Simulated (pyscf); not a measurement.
O=Cr(=O)(OH)–O–SiH₃ (SMILES [O]=[Cr](=[O])([OH])[O][SiH3]) → O=Cr(=O)=O (SMILES [O]=[Cr](=[O])=[O]) + HO–SiH₃ (SMILES O[SiH3]) (elimination; singlet surface; Cr–O, H–O broken, H–O formed). Single points on ωB97X-D3(BJ)/def2-SVP structures (PySCF, gas phase). Energies in kcal/mol from the reactant's lowest minimum found.

```json
[
 {"level": "ωB97X-D3(BJ)/def2-TZVP", "barrier": "44.6", "reaction energy": "+64.1"},
 {"level": "PBE/def2-TZVP", "barrier": "(withheld)", "reaction energy": "+59.8"},
 {"level": "r²SCAN/def2-TZVP", "barrier": "(withheld)", "reaction energy": "(withheld)"},
 {"level": "PBE0-D3(BJ)/def2-TZVP", "barrier": "43.4", "reaction energy": "+63.9"},
 {"level": "M06-2X/def2-TZVP", "barrier": "43.7", "reaction energy": "+64.8"},
 {"level": "ωB97M-D3(BJ)/def2-TZVP", "barrier": "44.2", "reaction energy": "+60.6"}
]
```

Problem. Complete the blanks.

Solution. 
- PBE/def2-TZVP, barrier: 40.7
- r²SCAN/def2-TZVP, barrier: 43.2
- r²SCAN/def2-TZVP, reaction energy: +65.5

On the product side the descent ends in an adduct with a Cr–O contact, 44.3 kcal/mol under the separated species and 24.8 kcal/mol under the saddle at ωB97X-D3(BJ)/def2-TZVP. At ωB97X-D3(BJ), PBE, r²SCAN, PBE0-D3(BJ), M06-2X, ωB97M-D3(BJ) the saddle lies under the separated products, which points to a path from their complex (located at ωB97X-D3(BJ) alone), and parting the products costs more than the saddle. What is counted as broken (Cr–O) persists as a longer contact in the product adduct; parting that adduct is a step of its own. One saddle was located; it need not be the lowest between these sides.
